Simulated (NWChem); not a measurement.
## Basis-set convergence for CHF

```xyz
3

C      0.5606    -0.4527     0.0000
F     -0.5266     0.2642     0.0000
H      1.3753     0.3381     0.0000
```
Charge 0, spin multiplicity 1.

Everything below was run with NWChem. Structure: optimised with B3LYP/def2-SVP, a minimum by its harmonic frequencies.

Quantity: LUMO energy at the level PBE0.

The Pople sets run with spherical d functions. The structure started from a generated list of species.

```json
[
 {"basis": "pcseg-1", "functions": "33", "LUMO energy (eV)": "-2.66"},
 {"basis": "6-311++G**", "functions": "51", "LUMO energy (eV)": "-2.89"},
 {"basis": "def2-SVPD", "functions": "51", "LUMO energy (eV)": "?"},
 {"basis": "aug-pcseg-1", "functions": "55", "LUMO energy (eV)": "?"},
 {"basis": "def2-TZVP", "functions": "68", "LUMO energy (eV)": "-2.77"},
 {"basis": "cc-pVTZ", "functions": "74", "LUMO energy (eV)": "-2.68"},
 {"basis": "def2-TZVPP", "functions": "76", "LUMO energy (eV)": "-2.78"},
 {"basis": "def2-TZVPD", "functions": "86", "LUMO energy (eV)": "?"},
 {"basis": "cc-pVQZ", "functions": "140", "LUMO energy (eV)": "-2.76"},
 {"basis": "def2-QZVP", "functions": "144", "LUMO energy (eV)": "-2.81"}
]
```

Complete the blanks.


- def2-SVPD, LUMO energy (eV): -2.88
- aug-pcseg-1, LUMO energy (eV): -2.86
- def2-TZVPD, LUMO energy (eV): -2.83
